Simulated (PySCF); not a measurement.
Electronic structure of CuCl2

CuCl2 holds Cu(II), d9, at total charge 0. The structure is a PBE0-D3(BJ)/def2-TZVP geometry optimised for multiplicity 2; coordination linear, point group D∞h, metal–donor distances 2.06 Å.

```
3

Cu    0.000    0.000    0.000
Cl    0.000    0.000    2.062
Cl    0.000    0.000   -2.062
```

Method (PySCF 2.14, density fitting): CASSCF(9,5) with orbitals averaged over all microstates of the shell, strongly contracted NEVPT2 on the averaged canonical orbitals; basis x2c-TZVPall on the metal, x2c-SVPall elsewhere; spin-free X2C; gas phase; spin-orbit coupling by state interaction with the mean-field operator over all roots.

## Spin-free states

```csv
2S+1,deg.,symmetry,free-ion term,CASSCF / cm⁻¹,NEVPT2 / cm⁻¹,f(ED),occupations
2,1,2Σg+,2D 1.00,0,0,–,2.0 2.0 2.0 2.0 1.0
2,2,2Πg,2D 1.00,1265,1543,0,2.0 2.0 1.5 1.5 2.0
2,2,2Δg,2D 1.00,4182,6791,0,1.5 1.5 2.0 2.0 2.0
```

Energies are counted from the ground state at NEVPT2 level. Weights follow the labels. f(ED) is the electric-dipole oscillator strength from the ground state at the fixed geometry, without vibronic coupling; occupations, where given, run over the ligand-field orbitals from the lowest.

Spin-orbit levels:

| E / cm⁻¹ | deg. | make-up | g (S′ = 1/2) |
| --- | --- | --- | --- |
| 0.0 | 2 | 0.86 2Σg+ + 0.14 2Πg | 1.72 3.28 3.28 |
| 1418.0 | 2 | 0.99 2Πg | 0.00 0.00 3.97 |
| 2722.2 | 2 | 0.86 2Πg + 0.14 2Σg+ | 0.28 1.28 1.28 |
| 6368.4 | 2 | 1.00 2Δg | 0.00 0.00 6.00 |
| 8082.1 | 2 | 0.99 2Δg | 0.00 0.00 2.03 |

## Magnetism

The ground doublet has g = 1.719, 3.280, 3.280. μeff is 2.73 μB at 300 K and 2.48 μB at 10 K; the spin-only value is 1.73 μB.

```tsv
T / K	χT / cm³ K mol⁻¹	μeff / μB	χT along axes a, b, c
2	0.766	2.48	0.28 1.01 1.01
5	0.768	2.48	0.28 1.01 1.01
10	0.770	2.48	0.28 1.02 1.02
20	0.776	2.49	0.28 1.03 1.03
30	0.781	2.50	0.28 1.03 1.03
50	0.792	2.52	0.28 1.05 1.05
75	0.806	2.54	0.28 1.07 1.07
100	0.820	2.56	0.28 1.09 1.09
150	0.848	2.60	0.28 1.13 1.13
200	0.875	2.65	0.28 1.17 1.17
250	0.902	2.69	0.28 1.21 1.21
300	0.929	2.73	0.29 1.25 1.25
```

Axes in the frame of the coordinates: a = (0.00, 0.00, 1.00); b = (-0.99, -0.12, 0.00); c = (0.12, -0.99, 0.00).

Powder magnetisation at 2 K: 0.34 μB at 0.5 T, 0.63 μB at 1 T, 1.05 μB at 2 T, 1.26 μB at 3 T, 1.39 μB at 5 T, 1.41 μB at 7 T.

Ligand-hole states mix strongly into such Cu(II) halides; the d shell alone makes them too ionic, overstates g shifts and moments and can put the wrong state lowest; spectroscopy finds 2Πg lowest in linear CuCl2. NEVPT2 lifts 2Δg from 4182 to 6791 cm⁻¹; on the d shell alone such lifts tend to overshoot.

The job took 1.9 s on one thread of Arm Neoverse V2 (shared host), with 84 basis functions, launched as `OMP_NUM_THREADS=1 python lf_run.py task.json out`.
